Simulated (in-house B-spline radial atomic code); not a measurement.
Configurations of neutral ytterbium, with energies counted from [Xe] 4f14 6s2. Computed with an all-electron radial atomic-structure program (B-spline basis): Dirac-Hartree-Fock, average of configuration, Fermi nucleus of rms radius 5.3108 fm. Energies include first-order Breit, QED and recoil terms.

Occupations are held fixed; configurations that lie above the ionisation limit could autoionise.

```
                                    configuration  E - E(ref) (eV)  highest orbital  its <r> (bohr)
              [Xe] (4f5/2)6 (4f7/2)7 6s2 (6d5/2)1           3.3575            6d5/2           12.66
                           [Xe] 4f14 6s1 (7f7/2)1           4.7631            7f7/2           47.82
                          [Xe] 4f14 6s1 (10p3/2)1           4.7892           10p3/2           57.03
              [Xe] (4f5/2)5 (4f7/2)8 6s2 (8p3/2)1           5.1082            8p3/2           24.31
              [Xe] (4f5/2)5 (4f7/2)8 6s2 (9p1/2)1           5.3903            9p1/2           37.35
[Kr] 4d10 4f14 5s2 (5p1/2)2 (5p3/2)3 6s2 (6g7/2)1           29.469            6g7/2           43.99
 [Kr] (4d3/2)4 (4d5/2)5 4f14 5s2 5p6 6s2 (6g7/2)1           189.85            6g7/2           43.99
```

Task: Order these further configurations by energy, lowest first.
A. [Kr] 4d10 4f14 5s2 (5p1/2)1 (5p3/2)4 (5d3/2)1 6s2
B. [Kr] 4d10 4f14 5s2 (5p1/2)1 (5p3/2)4 6s2 7s1
C. [Xe] (4f5/2)5 (4f7/2)8 6s2 (8d3/2)1
D. [Kr] (4d3/2)3 (4d5/2)6 4f14 5s2 5p6 6s2 (7p3/2)1
E. [Kr] (4d3/2)3 (4d5/2)6 4f14 5s2 5p6 6s2 (7g7/2)1

Result: C (5.4269 eV), A (31.887 eV), B (33.735 eV), D (197.86 eV), E (199.04 eV).

Task: How far above the reference does [Kr] 4d10 4f14 5s2 (5p1/2)1 (5p3/2)4 6s2 (8d3/2)1 lie?

Result: 35.372 eV; its least bound orbital is 8d3/2 with <r> = 38.65 bohr.

Task: How far above the reference does [Kr] (4d3/2)3 (4d5/2)6 4f14 5s2 5p6 6s2 10s1 lie?

Result: 198.88 eV; its least bound orbital is 10s1/2 with <r> = 46.64 bohr.

Task: How far above the reference does [Xe] (4f5/2)6 (4f7/2)7 6s2 (7f5/2)1 lie?

Result: 4.3041 eV; its least bound orbital is 7f5/2 with <r> = 47.74 bohr.
